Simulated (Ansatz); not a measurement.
**Ligand exchange: Ge(CH3)(NH2)3 + Si(CH3)2(NH2)2 → Ge(NH2)4 + Si(CH3)3(NH2)**

Species: Ge(CH3)(NH2)3, singlet; Si(CH3)2(NH2)2, singlet; Ge(NH2)4, singlet; Si(CH3)3(NH2), singlet. The partners trade CH3 for NH2: Ge–CH3 and Si–NH2 bonds give way to Ge–NH2 and Si–CH3.

Shapes, held fixed at every level: PBE0-D4/def2-TZVP. Flexible molecules stand in one conformer, not always the lowest. Programs: Ansatz 0.2.0. Electronic energies: no zero-point or thermal term.

Estimate ΔE of this reaction.

The highest level, CCSD(T)/def2-TZVPP, gives ΔE = +33.1 kJ/mol; the levels span +31.9 to +34.2. The column of differences is taken from that level and isn't an error. No measured value is set beside it here. Relativity is left out for Ge. Outer-core shells of Ge are correlated in most correlated rows, in sets that cover them unevenly.

```json
{"level": "r2SCAN-D4/def2-TZVPP", "kind": "meta-GGA", "ΔE (kJ/mol)": "+32.8", "less CCSD(T)/def2-TZVPP": "-0.3"}
{"level": "B3LYP-D4/def2-TZVPP", "kind": "global hybrid", "ΔE (kJ/mol)": "+34.2", "less CCSD(T)/def2-TZVPP": "+1.1"}
{"level": "PBE0-D4/def2-TZVPP", "kind": "global hybrid", "ΔE (kJ/mol)": "+32.3", "less CCSD(T)/def2-TZVPP": "-0.8"}
{"level": "wB97M-V/def2-TZVPP", "kind": "range-separated hybrid", "ΔE (kJ/mol)": "+33.7", "less CCSD(T)/def2-TZVPP": "+0.6"}
{"level": "wB97X-V/def2-TZVPP", "kind": "range-separated hybrid", "ΔE (kJ/mol)": "+31.9", "less CCSD(T)/def2-TZVPP": "-1.2"}
{"level": "CCSD/def2-TZVPP", "kind": "coupled cluster or CI", "ΔE (kJ/mol)": "+33.5", "less CCSD(T)/def2-TZVPP": "+0.4"}
{"level": "CCSD(T)/def2-TZVPP", "kind": "coupled cluster or CI", "ΔE (kJ/mol)": "+33.1", "less CCSD(T)/def2-TZVPP": "0.0"}
```
